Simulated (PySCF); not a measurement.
## [Yb(H2O)3]3+ at several levels of theory

Computed with PySCF 2.14.0 (density fitting, no spin-orbit coupling) at the geometry relaxed with B3LYP:

```xyz
10
[Yb(H2O)3]3+ (singlet in the valence; each metal's 4f electrons, 13 of them, lie in its core potential, out of spins and levels)
Yb    0.0000    0.0000    0.0000
O     2.2060    0.0000    0.0000
H     2.8253    0.7329    0.2566
H     2.8253   -0.7329   -0.2566
O    -1.1030    1.9105    0.0000
H    -2.0473    2.0803    0.2566
H    -0.7779    2.8132   -0.2566
O    -1.1030   -1.9104    0.0000
H    -0.7780   -2.8132    0.2566
H    -2.0473   -2.0803   -0.2566
```

| level | basis | state | HOMO (eV) | gap (eV) | charge on Yb1 (e) | population of f-type functions on Yb1 (polarisation alone where 4f lies in the core) | dipole about the centre of mass (D) | largest force component (eV/Å) |
| --- | --- | --- | --- | --- | --- | --- | --- | --- |
| B3LYP | Yb lcecp-1-SVP with ECP59, O def2-SVP, H def2-SVP | singlet | -25.24 | 7.50 | 1.89 | 0.03 | 0.00 | 0.00 |
| r2SCAN | the same | singlet | -24.14 | 6.55 | 1.92 | 0.03 | 0.00 | 0.05 |
| wB97X | the same | singlet | -28.13 | 13.29 | 1.96 | 0.04 | 0.00 | 0.19 |
| M06-L | the same | singlet | -24.10 | 6.80 | 2.01 | 0.03 | 0.00 | 0.19 |
| B3LYP | Yb lcecp-1-TZVP with ECP59, O def2-TZVP, H def2-TZVP | singlet | -25.27 | 7.58 | 2.20 | 0.04 | 0.00 | 0.37 |

In the lcecp rows the 4f levels are missing from HOMO and gap, and the state counts the valence alone.

Charges are Mulliken's, which hang on the basis. The relaxation used the grid (50, 194), these runs (75, 302) or, all-electron (x2c bases, spin-free X2C Hamiltonian), (99, 590).

Q: What does revPBE with Yb lcecp-1-SVP with ECP59, O def2-SVP, H def2-SVP give here?

A: state singlet, HOMO (eV) -23.66, gap (eV) 5.50, charge on Yb1 (e) 1.81, population of f-type functions on Yb1 (polarisation alone where 4f lies in the core) 0.03, dipole about the centre of mass (D) 0.00, largest force component (eV/Å) 0.27. Time: 4.9 s on 2 threads of Arm Neoverse V2 (shared host), from an already converged density.

In the first row's basis the gap widens with exact exchange: 5.5 to 6.8 eV for revPBE, r2SCAN, M06-L (none); 7.5 eV for B3LYP (a fixed share); 13.3 eV for wB97X (rising or full at long range).

A frequency check found unstable modes (1, the lowest at -22 cm⁻¹), so the relaxed geometry is a saddle point, or these are noise. An lcecp potential fixes the number of 4f electrons, so in runs with it no electron can move into or out of that shell.
